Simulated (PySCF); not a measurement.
CH₃F₃OSi, SMILES O[Si](F)(F)CF.

Coordinates come from a PBE-D3(BJ)/def2-SVP optimisation. This is a generated structure with no PubChem entry under its InChIKey; it may be hypothetical. One conformer was computed; it need not be the lowest.

Calculation: PySCF with TDDFT-PBE/def2-SVPD.

Vertical excitations. Isolated molecule, no solvent.

| state | energy (eV) | λ (nm) | f | main pairs |
|---|---|---|---|---|
| S1 | 7.16 | 173 | 0.022 | HOMO→LUMO 94 % |
| S2 | 7.48 | 166 | 0.012 | HOMO−1→LUMO 79 %, HOMO→LUMO+1 19 % |
| S3 | 7.57 | 164 | 0.034 | HOMO→LUMO+1 76 %, HOMO−1→LUMO 19 % |
| S4 | 7.89 | 157 | 0.012 | HOMO−1→LUMO+1 98 % |
| S5 | 7.96 | 156 | 0.000 | HOMO−2→LUMO 97 % |
| S6 | 8.33 | 149 | 0.006 | HOMO−2→LUMO+1 97 % |
| S7 | 8.52 | 146 | 0.019 | HOMO→LUMO+2 96 % |
| S8 | 8.64 | 143 | 0.044 | HOMO−3→LUMO 89 % |
| S9 | 8.82 | 141 | 0.022 | HOMO→LUMO+3 85 % |
| S10 | 8.95 | 139 | 0.013 | HOMO−1→LUMO+2 63 %, HOMO−3→LUMO+1 31 % |
| T1 | 6.67 | 186 | 0 | HOMO→LUMO 96 % |
| T2 | 7.22 | 172 | 0 | HOMO→LUMO+1 69 %, HOMO−1→LUMO 27 % |
| T3 | 7.28 | 170 | 0 | HOMO−1→LUMO 70 %, HOMO→LUMO+1 28 % |
| T4 | 7.61 | 163 | 0 | HOMO−2→LUMO 98 % |
Triplets are in the Tamm–Dancoff approximation, which puts them higher than full response would, so one can lie above its singlet here.
